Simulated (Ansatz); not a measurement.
Program: Ansatz. Geometries: PBE0-D4/def2-TZVP. ΔE: electronic, gas phase. CCSD(T)/CBS adds triple-zeta CCSD(T) − MP2 to the extrapolated MP2 energy (def2 sets, frozen cores). This one scheme is used for every species. Functionals use def2-TZVPP. HSE06 is defined as in plane-wave codes. One conformer a species, not always the lowest.

Reaction (ligand exchange at the Si–C bond): `C=C(Cl)[SiH2]S` + `[OH][AlH2]` → `[AlH2][O][SiH2]S` + `C=CCl`

`C=C(Cl)[SiH2]S`:

Z-matrix (Å, degrees):
```
Si
S 1 2.130
C 1 1.868 2 112.5
H 1 1.485 2 111.9 3 -119.6
H 1 1.481 2 104.6 3 119.7
H 2 1.344 1 94.3 3 63.0
Cl 3 1.736 1 115.8 2 60.5
C 3 1.328 1 123.6 2 -119.6
H 8 1.085 3 122.6 1 -179.7
H 8 1.085 3 119.6 1 0.1
```

`[OH][AlH2]`:

Cartesian coordinates in Å:
```
O -0.104 -0.146 1.203
Al 0.125 -0.136 -0.477
H -0.487 0.584 1.687
H -0.306 1.135 -1.320
H 0.772 -1.436 -1.093
```

`[AlH2][O][SiH2]S`:

Cartesian coordinates in Å:
```
Al 0.710 0.623 -1.804
O -0.092 -0.385 -0.709
Si -0.674 -0.820 0.738
S -0.748 0.801 2.130
H 0.332 0.474 -3.328
H 1.804 1.616 -1.247
H 0.174 -1.905 1.289
H -2.087 -1.252 0.619
H 0.582 0.849 2.311
```

`C=CCl`:

Cartesian coordinates in Å:
```
C -0.222 -0.260 -0.654
C 0.258 0.079 0.528
Cl -0.154 1.542 1.335
H -0.914 0.370 -1.197
H 0.082 -1.198 -1.103
H 0.951 -0.533 1.091
```

Task: Is it downhill or uphill in electronic energy at CCSD(T)/CBS, and by how much? (An estimate is asked.)

Result: Computed: Downhill: ΔE = -114.9 kJ/mol.

Task: What do these levels give: r2SCAN-D4, PBE0-D4, HSE06-D4, PBE-QIDH, HF/def2-TZVPP, SCS-MP2/def2-TZVPP? (An estimate is asked.)

Result: Computed: r2SCAN-D4 -115.3, PBE0-D4 -109.0, HSE06-D4 -108.8, PBE-QIDH -115.6, HF/def2-TZVPP -142.4, SCS-MP2/def2-TZVPP -119.1 kJ/mol.

Largest T1 diagnostic among the species: 0.012.

From r2SCAN to r2SCAN0 (25 % exact exchange), in def2-TZVPP and without D4, ΔE moves by −3.5 kJ/mol. The D4 term adds +5.8 kJ/mol with B3LYP and +3.2 kJ/mol with PBE0; it sums over pairs of atoms, weighted by their polarisabilities, and B3LYP, whose exchange is more repulsive, gets the larger term. In def2-TZVPP, CCSD(T) changes the Hartree–Fock value by +26.2 kJ/mol (the triples alone add +4.7 kJ/mol) and MP2 by +28.9 kJ/mol.

B3LYP here is the variant with VWN-RPA as its local correlation; programs differ in this.
